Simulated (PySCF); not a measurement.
SMILES C[CH2][Mg][Si](C)(C)C (C₅H₁₄MgSi) at its GFN2-xTB optimised geometry (Å):

```
21

Mg    -1.2035    -0.6689     0.0000
C     -2.7528     0.8098     0.0000
C     -1.8731     2.0095     0.3583
H     -3.5626     0.7534     0.7372
H     -3.2359     1.0222    -0.9632
H     -1.0661     2.1333    -0.3757
H     -1.4153     1.8744     1.3461
H     -2.4395     2.9466     0.3840
Si     1.3358    -0.6689     0.0000
C      1.9105     0.6400     1.2944
C      1.7970     0.0787    -1.7182
C      2.5191    -2.1749     0.2398
H      2.9798     0.8332     1.2356
H      1.3973     1.5879     1.1411
H      1.6938     0.3113     2.3094
H      1.1891     0.9589    -1.9303
H      1.6209    -0.6395    -2.5173
H      2.8410     0.3797    -1.7746
H      2.3308    -2.9466    -0.5021
H      2.3903    -2.6251     1.2208
H      3.5626    -1.8794     0.1489
```

Calculation: PBE0/def2-SVP run with PySCF.

Map of the electrostatic potential (hartree/e), clipped to [-0.08, 0.12] on the plane z = 1.0 Å:

```
|.............................|
|.............................|
|.............................|
|.............................|
|.............................|
|........:..  ................|
|.......-+=..  ...............|
|.... ..=@%=:.................|
|..    .-%@@@-...:-:.  .......|
|..     :@@@@#:.:*@@:.........|
|..   ..-@@@@%:.-@@@*:::......|
|.. .:%@*#@@@+-::@@@@@@@-.....|
|....+@@@%++*+=-:*@@@@@@=:....|
|....=@@#==*@@#=-#@@@@@@-.....|
|.....:: .+@@@@**@@@@@=:......|
|...     :@@@@@#%@@@@=........|
|....   .+@@@@@*@@@@@-........|
|.......-*@@@@@+*@@@#+-::.....|
|......:-*@@@@*--+**@@%=-:....|
|....:::-+#%%#=:.::*@@@=:.....|
|....:::-=+*+=-:...#@@@:......|
|...::::--===-::...=@@*.  ....|
|...::::------::...:--.   ....|
|...::::::--::::......    ....|
|...::::::::::::......  ......|
|...:::::::::::...............|
|....::::::::::...............|
|.....::::::::................|
|......::::::.................|
```
Scale: ten equal steps from -0.022 (start of ' ') to 0.120 (end of '@'), in the order ' .:-=+*#%@'; x runs from -6.00 to 6.00, y from -6.00 (bottom) to 6.00 (top).
